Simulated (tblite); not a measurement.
Species: C7H11Cl.
Atom-mapped SMILES: `[CH3:1][C@@H:2]1[C:3]2([CH2:4][CH2:5]2)[C@@:6]1([CH3:7])[Cl:8]` (hydrogens: H9, H10, H11 on C1; H12 on C2; H13, H14 on C4; H15, H16 on C5; H17, H18, H19 on C7)

Computed with GFN2-xTB (tblite): harmonic, unscaled wavenumbers at the GFN2-xTB geometry, gas phase. This tight-binding method is rough: wavenumbers can miss measured ones by several per cent, in bad cases by 10 to 20.

Harmonic wavenumbers (cm⁻¹): 122.3, 141.9, 150.0, 161.4, 188.6, 208.6, 243.4, 306.9, 372.0, 444.2, 508.7, 600.9, 674.2, 798.3, 841.6, 865.7, 913.5, 976.9, 1019.4, 1040.7, 1060.5, 1071.0, 1075.6, 1077.9, 1099.2, 1119.3, 1129.7, 1136.7, 1186.5, 1275.1, 1324.4, 1398.2, 1410.2, 1430.7, 1450.3, 1469.1, 1482.7, 1491.6, 1498.5, 1621.9, 3018.5, 3021.3, 3022.4, 3027.7, 3029.4, 3042.3, 3050.3, 3075.7, 3077.7, 3081.0, 3095.9.

A = 2051, B = 1496, C = 1172 MHz; mass 130.055 u (most abundant isotopes); point group C1, symmetry number 1.

What is the zero-point energy?

Half the sum of the wavenumbers: 34965 cm⁻¹ = 99.97 kcal/mol.

Entropy at 500 K, 1 bar (ideal gas, RRHO, classical rotation)?

Translation 43.10, rotation 30.42, vibration 42.39: S = 115.9 cal/(mol K).

And Cp and H(500 K) − H(0)?

Cp = 54.27 cal/(mol K), of which vibrations give 46.32 (their classical limit is 51 R = 101.3); H(500 K) − H(0) = 15.54 kcal/mol without the zero-point energy, 11.57 from vibrations.

Which modes carry the vibrational entropy at 500 K?

122.3 cm⁻¹: 4.07; 141.9 cm⁻¹: 3.78; 150.0 cm⁻¹: 3.67; 161.4 cm⁻¹: 3.53; 188.6 cm⁻¹: 3.23; 208.6 cm⁻¹: 3.03 cal/(mol K); the other 45 give 21.08 together.

What must be added to the electronic energy to get the Gibbs energy at 500 K and 1 bar?

ZPE + [H(500 K) − H(0)] − T·S = 99.97 + 15.54 − 57.95 = 57.56 kcal/mol.

Hindered rotation and anharmonicity are outside this model. The structure is chiral; the term R ln 2 for an equal mix with its mirror image is left out.

Hardware: one thread of an Intel Xeon 6975P-C, on a shared host. Cost: 0.57 s. The figure is for the frequency step alone.
